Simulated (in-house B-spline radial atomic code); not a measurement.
RPA and G0W0 on CAM-B3LYP: Zr VIII (Zr7+)

Configuration [Ar] 3d10 4s2 4p3, highest spin, mean-field start CAM-B3LYP. Computed with a B-spline radial code for spherical atoms: all electrons, non-relativistic, point nucleus, each spin shell either full or empty, empty states to l = 9 with an (l + 1/2)⁻⁴ tail; G0W0 by contour deformation at full frequency.

Without relativity these are model numbers: it shifts the levels of so heavy an element strongly and can reorder them.

Command:
```bash
python run_gw.py task.json out
```
Settings (radii: box in bohr, nucleus in fm):
```
Z                        40
electrons                33
configuration            [Ar] 3d10 4s2 4p3
hamiltonian              nr
method                   camb3lyp
lmax                     9
spin_polarised           True
box_radius               8.41
intervals                50
```

Cost of the run: 4.4 s on 1 thread of Intel(R) Xeon(R) Platinum 8375C CPU @ 2.90GHz, with other jobs on the host.

Energies (hartree):

```tsv
term	value
mean-field total	-3527.60500
Hartree-Fock functional on these orbitals	-3525.79698
direct second order	-2.6994
second-order exchange	0.78909
SOSEX correction	0.74034
```

Task: What is the RPA correlation energy, and what remains with SOSEX?

Result: RPA gives -2.4244 hartree (-2 eV per electron); RPA + SOSEX gives -1.6841, and the second-order doubles -1.9103 hartree (no singles). RPA lacks exchange-type terms and so overcorrelates at short range.

Quasi-particle levels (eV):

```
  level  occupied  mean field  Σx - vxc     Σc  QP weight     G0W0
  4p up       yes     -129.26     -4.95      ?          ?        ?
4s down       yes     -146.57     -1.56  -3.13      0.969  -151.26
3d down       yes     -289.90    -18.66   4.75      0.948  -303.81
4p down        no     -117.28      7.19  -2.90      0.967  -112.98
```

G0W0 = mean field + (Σx - vxc) + Σc, with Σc (partial-wave tail included) taken at the quasi-particle energy. Only the outer levels were computed. Levels of low weight are left out.

Task: Where does G0W0 put 4p up?

Result: At -134.85 eV, with Σc = -0.64 eV and a quasi-particle weight of 0.968. The tabulated removal energy is 133.7 ± 0.5 eV (NIST, semi-empirical); the calculation leaves out relativity, Breit and QED terms, and what these don't explain is the method's own error.
